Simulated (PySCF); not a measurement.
A PySCF script (with the pyscf-properties extension) for the NMR shieldings of SMILES B1(SC)OC[C@@H](OC)C1, C5H11BO2S, on a GFN2-xTB geometry:

```python
import basis_set_exchange as bse
import numpy as np
from pyscf import gto, dft
from pyscf.prop import nmr

atoms = """
C     3.334489   -0.468645    0.106208
O     2.328623    0.513886    0.078552
C     1.129131    0.081340   -0.518631
C     0.208569    1.308845   -0.685685
O    -1.121578    0.890935   -0.460699
B    -1.171352   -0.335310    0.103659
S    -2.735733   -1.102983    0.498183
C    -3.899533    0.196616   -0.042963
C     0.298863   -0.915073    0.321150
H     3.052453   -1.321451    0.732942
H     4.218144    0.009355    0.523695
H     3.557700   -0.831061   -0.904915
H     1.348295   -0.359326   -1.505455
H     0.480726    2.061029    0.061761
H     0.271308    1.752750   -1.681265
H    -4.897223   -0.220521    0.038010
H    -3.677870    0.467669   -1.069079
H    -3.793959    1.059848    0.605230
H     0.462685   -1.947384    0.018942
H     0.601116   -0.829839    1.367626
"""
names = dict.fromkeys(["C", "O", "B", "S", "H"], "pcSseg-1")
basis = {el: gto.basis.parse(bse.get_basis(n, elements=[el], fmt="nwchem")) for el, n in names.items()}
mol = gto.M(atom=atoms, basis=basis, charge=0, verbose=0)
mf = dft.RKS(mol, xc="PBE0")
mf.grids.level = 2
mf.grids.alignment = dft.numint.BLKSIZE   # the property module wants whole blocks of grid points
mf.conv_tol = 1e-9
mf.kernel()

calc = nmr.RKS(mf)   # GIAO
C = mf.mo_coeff
Co = C[:, mf.mo_occ > 0]
resp = mf.gen_response(singlet=True, hermi=2)
def vind(x):   # induced exchange potential for any number of trial vectors
    d = np.einsum("pi,xij,qj->xpq", C, 2 * x.reshape(-1, C.shape[1], Co.shape[1]), Co, optimize=True)
    return np.einsum("xpq,pi,qj->xij", resp(d - d.transpose(0, 2, 1)), C, Co, optimize=True).ravel()
mo1, _ = nmr.rhf.solve_mo1(calc, with_cphf=vind)
sigma = calc.kernel(mo1)
for i, s in enumerate(sigma):   # ppm
    w = np.linalg.eigvalsh((s + s.T) / 2)
    print("%2d %-2s iso %8.1f  s11 %8.1f  s22 %8.1f  s33 %8.1f" % (i, mol.atom_pure_symbol(i), w.mean(), *w))
```

Question: Give the expected output.

Answer: 
```
 0 C  iso    127.5  s11     95.2  s22    104.5  s33    182.8
 1 O  iso    288.2  s11    246.2  s22    276.1  s33    342.4
 2 C  iso    100.7  s11     64.3  s22     91.0  s33    146.8
 3 C  iso    106.0  s11     63.2  s22     99.6  s33    155.2
 4 O  iso    148.6  s11    -21.7  s22    194.3  s33    273.3
 5 B  iso     50.0  s11     12.5  s22     54.9  s33     82.6
 6 S  iso    578.8  s11    406.7  s22    610.4  s33    719.4
 7 C  iso    172.6  s11    164.5  s22    166.1  s33    187.3
 8 C  iso    160.4  s11    137.2  s22    162.4  s33    181.5
 9 H  iso     28.2  s11     24.0  s22     26.8  s33     33.9
10 H  iso     27.9  s11     23.8  s22     25.4  s33     34.5
11 H  iso     28.6  s11     24.9  s22     26.1  s33     34.9
12 H  iso     27.6  s11     25.0  s22     27.2  s33     30.5
13 H  iso     27.4  s11     22.9  s22     27.7  s33     31.5
14 H  iso     27.0  s11     22.6  s22     27.2  s33     31.2
15 H  iso     30.0  s11     24.3  s22     27.2  s33     38.4
16 H  iso     29.3  s11     23.8  s22     28.3  s33     35.9
17 H  iso     29.4  s11     24.0  s22     27.5  s33     36.7
18 H  iso     29.9  s11     25.4  s22     29.8  s33     34.6
19 H  iso     30.4  s11     26.0  s22     30.3  s33     35.0
```

These numbers come from an equivalent density-fitted implementation of the same equations, which agrees with the script to about 0.01 ppm for H and up to a few tenths of a ppm for heavy atoms, so last digits may differ.

Size and cost of the density-fitted run: 215 basis functions, 47 s wall time on 1 thread of an Arm Neoverse V1, shared host; peak memory 1 GiB.
